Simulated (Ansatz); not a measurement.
```yaml
crystal:
  periodic: [false, false, false]
  atoms:
    - {symbol: Br, position_ang: [-1.283816, -1.575140, 0.986744]}
    - {symbol: Si, position_ang: [-1.016715, 0.138772, -0.674268]}
    - {symbol: Al, position_ang: [0.672296, 0.013122, 1.228091]}
    - {symbol: Al, position_ang: [1.275594, -0.137816, -1.186441]}
    - {symbol: H, position_ang: [-2.465756, 0.437960, -0.906383]}
    - {symbol: H, position_ang: [0.824791, 0.321806, 2.774415]}
    - {symbol: H, position_ang: [2.054807, 0.733297, -2.267857]}
basis:
  gaussian: {orbitals: def2-mTZVP, final_grid: {core_spheres: 20, valence_spheres: 16, degree: 47}}
hamiltonian: {xc: {name: HF}}
correlation: {active_space: {window: {electrons: 3, orbitals: 2}}}
output: {forces: true}
```

```sh
$ ansatz run in.yaml --threads 2 --pin off --events-out ev --progress --plain --max-ram 4352MiB
```

It prints (some lines left out):

```
Functional definition: HF
995 factors; integrals over basis functions are off by at most 6.9e-4 eV
mean field evaluation 1: about -91072.4200 eV, gradient 1.2e1 eV
mean field evaluation 2: about -91072.6463 eV, gradient 1.3e1 eV
mean field evaluation 4: about -91073.8262 eV, gradient 2.0e0 eV
mean field evaluation 8: about -91073.8602 eV, gradient 2.5e-1 eV
mean field -91073.86171506 eV, -3346.9026859478 hartree, gradient 4.0e-6 eV, S^2 0.000000; 0 other end points of the search recorded, 0 dependent functions left out
reference -91073.86171506 eV, -3346.9026859478 hartree; 39, 39 occupied and 72, 72 virtual orbitals, 995 factors
Error: 3 electrons in 2 orbitals form no window around the highest filled level of the reference
```

Q: Something in this input is off. What?

A: The active space doesn't fit the electrons. The run stopped with an error.
